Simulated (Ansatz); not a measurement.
`[GaH2][CH]1B[SiH2]1` + `N[AsH][SiH3]` → `N[AsH][GaH2]` + `[SiH3]C1B[SiH2]1` at 500 K and 1 bar (redistribution).

Computed with Ansatz on PBE0-D4/def2-TZVP structures; ΔE is electronic, products minus reactants. CBS: MP2 limit from def2 TZ/QZ plus the TZ coupled-cluster correction, frozen cores. For As, Ga outer-core shells are correlated without core-valence functions, which leaves a few kJ/mol of doubt a bond. Scalar relativity is left out up to krypton. Each species was taken in one conformer, which may not be the lowest.

```tsv
species	CCSD(T)/CBS energy (Eh)	H − E (kJ/mol)	S (J/(mol·K))
`[GaH2][CH]1B[SiH2]1`	-2279.40664	198.4	399.8
`N[AsH][SiH3]`	-2582.38925	196.6	383.6
`N[AsH][GaH2]`	-4216.64372	166.0	396.5
`[SiH3]C1B[SiH2]1`	-645.14605	229.9	397.7
```

H − E and S are ideal-gas, rigid-rotor, harmonic terms from PBE0-D4/def2-TZVP, for one conformer and one mirror image of each species. 1 Eh = 2625.50 kJ/mol, R = 8.31446 J/(mol·K).

Task: By hand: ΔE, ΔH, ΔS and ΔG.

Result: ΔE = (-4216.64372) + (-645.14605) − (-2279.40664) − (-2582.38925) = 0.00612 Eh = 16.1 kJ/mol. Δ(H − E) = 166.0 + 229.9 − 198.4 − 196.6 = 0.9, so ΔH = 17.0 kJ/mol. ΔS = 396.5 + 397.7 − 399.8 − 383.6 = 10.8 J/(mol·K). ΔG = 17.0 − 500 × (10.8)/1000 = 11.6 kJ/mol.

Task: By hand: the equilibrium constant, and the temperature at which ΔG would vanish if ΔH and ΔS stayed fixed.

Result: log₁₀ K = −ΔG/(RT ln 10) = -1.2. ΔG = 0 at ΔH/ΔS = 1574 K, though so small a ΔS makes that figure unsure.

The number of gas molecules stays the same, so ΔS is small and ΔH decides. A doubt of 5 kJ/mol in ΔE shifts log₁₀ K by 0.5 here. Other conformers and mirror images would add mixing entropy, several J/(mol·K) or more a flexible species. These are equilibria of isolated gas molecules and say nothing of rates. Largest T1 diagnostic: 0.015 (customary marks: 0.02 for closed shells, 0.045 for open ones).
